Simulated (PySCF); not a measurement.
**Field gradients at the hydrogen positions**

Species: C4H7F3Si.
Z-matrix (Å and degrees, PBE0-D3(BJ)/def2-SVP geometry), rows numbered from 1:
```
F 
C   1  1.3377
F   2  1.3376  1  107.17
F   2  1.3380  1  107.26  3   114.93
C   2  1.5076  1  111.05  3  -122.79
C   5  1.5082  2  113.40  1  -176.43
C   6  1.5379  5  118.47  2  -162.13
Si  7  1.8623  6   65.87  5   116.12
H   5  1.1033  2  106.72  1   -53.55
H   5  1.1013  2  106.82  1    60.45
H   6  1.0971  5  112.86  2    61.14
H   7  1.0967  6  115.85  8  -110.13
H   7  1.0949  6  117.09  8   113.80
H   8  1.4829  6  118.91  7  -105.77
H   8  1.4832  6  118.71  7   103.19
```

Level: PBE0/pcSseg-1 (PySCF, non-relativistic); Q(2H) = 0.00286 b; rigid geometry, the same for H and D, with no vibrational averaging.

Problem. Rank these positions by the coupling χzz of a deuteron there, largest first.
A. H10 (methylene hydrogen)
B. H14 (Si–H hydrogen)
C. H11 (methine hydrogen)
D. H12 (methylene hydrogen)

Solution. D (205 kHz), C (201 kHz), A (189 kHz), B (100 kHz).

Problem. What are Vzz, η and χzz (234.96 MHz × Q × Vzz) at all hydrogens?

Solution. 
```json
{"atom": "H9", "bonded to": "C5", "bond length (Å)": "1.103", "Vzz (au)": "0.2792", "η": "0.04", "χzz (kHz)": "188"}
{"atom": "H10", "bonded to": "C5", "bond length (Å)": "1.101", "Vzz (au)": "0.2812", "η": "0.05", "χzz (kHz)": "189"}
{"atom": "H11", "bonded to": "C6", "bond length (Å)": "1.097", "Vzz (au)": "0.2990", "η": "0.11", "χzz (kHz)": "201"}
{"atom": "H12", "bonded to": "C7", "bond length (Å)": "1.097", "Vzz (au)": "0.3058", "η": "0.09", "χzz (kHz)": "205"}
{"atom": "H13", "bonded to": "C7", "bond length (Å)": "1.095", "Vzz (au)": "0.3094", "η": "0.08", "χzz (kHz)": "208"}
{"atom": "H14", "bonded to": "Si8", "bond length (Å)": "1.483", "Vzz (au)": "0.1483", "η": "0.07", "χzz (kHz)": "100"}
{"atom": "H15", "bonded to": "Si8", "bond length (Å)": "1.483", "Vzz (au)": "0.1482", "η": "0.08", "χzz (kHz)": "100"}
```

Problem. Average by the element that carries the hydrogen.

Solution. on C: 198 kHz over 5 positions, mean bond length 1.099 Å; on Si: 100 kHz over 2 positions, mean bond length 1.483 Å.

Isolated species at its PBE0-D3(BJ)/def2-SVP geometry (one conformer only). With a basis this small, the couplings can be 20 % off.
